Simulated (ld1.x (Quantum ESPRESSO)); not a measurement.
**u(r) = r·R(r): atom against pseudo-atom (Be (Z = 4))**

Columns: radius, all-electron u(r) and pseudo u(r) of the 2s shell (level -6.16 eV) of beryllium in the configuration [He] 2s1 2p1; PBE, scalar-relativistic, TM scheme, ld1.x (Quantum ESPRESSO) 7.5.

```json
{"r (bohr)": "0.210", "all-electron": "0.2572", "pseudo": "-0.0649"}
{"r (bohr)": "0.420", "all-electron": "0.1542", "pseudo": "-0.1334"}
{"r (bohr)": "0.630", "all-electron": "-0.0351", "pseudo": "-0.2090"}
{"r (bohr)": "0.840", "all-electron": "-0.2200", "pseudo": "-0.2938"}
{"r (bohr)": "1.050", "all-electron": "-0.3716", "pseudo": "-0.3863"}
{"r (bohr)": "1.260", "all-electron": "-0.4857", "pseudo": "-0.4788"}
{"r (bohr)": "1.470", "all-electron": "-0.5657", "pseudo": "-0.5580"}
{"r (bohr)": "1.680", "all-electron": "-0.6147", "pseudo": "-0.6120"}
{"r (bohr)": "1.890", "all-electron": "-0.6378", "pseudo": "-0.6375"}
{"r (bohr)": "2.100", "all-electron": "-0.6404", "pseudo": "-0.6404"}
{"r (bohr)": "2.310", "all-electron": "-0.6275", "pseudo": "-0.6275"}
{"r (bohr)": "2.520", "all-electron": "-0.6035", "pseudo": "-0.6035"}
{"r (bohr)": "2.730", "all-electron": "-0.5719", "pseudo": "-0.5719"}
{"r (bohr)": "2.940", "all-electron": "-0.5355", "pseudo": "-0.5355"}
{"r (bohr)": "3.150", "all-electron": "-0.4966", "pseudo": "-0.4966"}
{"r (bohr)": "3.360", "all-electron": "-0.4569", "pseudo": "-0.4569"}
{"r (bohr)": "3.570", "all-electron": "-0.4176", "pseudo": "-0.4176"}
{"r (bohr)": "3.780", "all-electron": "-0.3795", "pseudo": "-0.3795"}
{"r (bohr)": "3.990", "all-electron": "-0.3433", "pseudo": "-0.3433"}
{"r (bohr)": "4.200", "all-electron": "-0.3093", "pseudo": "-0.3093"}
{"r (bohr)": "4.410", "all-electron": "-0.2777", "pseudo": "-0.2777"}
{"r (bohr)": "4.620", "all-electron": "-0.2486", "pseudo": "-0.2486"}
{"r (bohr)": "4.830", "all-electron": "-0.2221", "pseudo": "-0.2221"}
{"r (bohr)": "5.040", "all-electron": "-0.1979", "pseudo": "-0.1979"}
{"r (bohr)": "5.250", "all-electron": "-0.1761", "pseudo": "-0.1761"}
{"r (bohr)": "5.460", "all-electron": "-0.1564", "pseudo": "-0.1564"}
```

**Question.** How many radial nodes do the two functions have?

**Answer.** The all-electron 2s function has n − l − 1 = 1; the pseudo-wave has 0, since the states of the same l below it are removed with the core.

**Question.** At about which radius was the pseudo-wave matched?

**Answer.** 2.15 bohr. The columns agree to 0.0005 from 1.89 bohr on; several derivatives are matched, so the curves merge somewhat inside the radius.

**Question.** Is the pseudo-wave norm-conserving?

**Answer.** Yes: the TM scheme keeps the norm inside the radius equal to the all-electron one, which fixes the energy derivative of the logarithmic derivative at the level.
